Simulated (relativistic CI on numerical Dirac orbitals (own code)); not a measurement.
Cr+ in a cubic cluster: L2,3 absorption with charge transfer

Computed with a charge-transfer multiplet model of a cubic metal-ligand cluster with up to 3 ligand holes, Slater and spin-orbit integrals from Dirac-Coulomb-Breit ions, Slater integrals scaled by 0.9. The ground state mixes d5 with configurations of k ligand holes L, whose averages lie at kΔ + k(k − 1)U_dd/2; a core hole lowers each added d electron by U_cd. 300 K, Lorentzian 0.4 eV and Gaussian 0.3 eV FWHM.

Atomic integrals in eV (Slater integrals scaled, ζ unscaled), ground: F2dd 7.466, F4dd 4.592, zeta_d 0.022; with the core hole: F2dd 8.310, F4dd 5.124, zeta_d 0.034, zeta_core 5.628, F2cd 4.671, G1cd 3.353, G3cd 1.901.

Cluster parameters (eV): Δ = 5.2, U_dd = 6.4, U_cd = 8, 10Dq = 0.8, 10Dq(ligand) = 1, final-state hopping factor = 0.8.

```tsv
Case	n_d	d5	d6L	d7L2	d8L3	S
V(eg) = 1.05 eV, V(t2g) = -0.54 eV	5.06	0.94	0.06	0.00	0.00	2.50
V(eg) = 1.35 eV, V(t2g) = -0.7 eV	5.09	0.91	0.09	0.00	0.00	2.50
V(eg) = 2.25 eV, V(t2g) = -1.17 eV	5.20	0.81	0.18	0.01	0.00	2.50
```

Weights, n_d and S are thermal averages at 300 K. Photon energies count from the first peak over 30 % of the highest in each spectrum, which can be another peak from case to case. The parameters are a model scan and need not match a compound or its usual spin state. Peaks in eV (height, largest 100):
- V(eg) = 1.05 eV, V(t2g) = -0.54 eV: -1.0 (25), 0.0 (100), 3.1 (10), 8.2 (15), 10.1 (20)
- V(eg) = 1.35 eV, V(t2g) = -0.7 eV: -1.0 (27), 0.0 (100), 3.0 (10), 8.2 (15), 10.2 (19)
- V(eg) = 2.25 eV, V(t2g) = -1.17 eV: 0.0 (33), 1.3 (100), 4.0 (10), 9.2 (14), 10.7 (20), 11.4 (16)

For the case V(eg) = 1.35 eV, V(t2g) = -0.7 eV, Δ = 5.2 eV is smaller than U_dd = 6.4 eV, the charge-transfer side of the Zaanen-Sawatzky-Allen scheme. With the core hole the configuration with one ligand hole lies at Δ + U_dd − U_cd = 3.6 eV above the one without, against Δ in the ground state. The added d electron screens the hole, so the order of the configurations is kept and charge-transfer satellites are weaker than in photoemission.
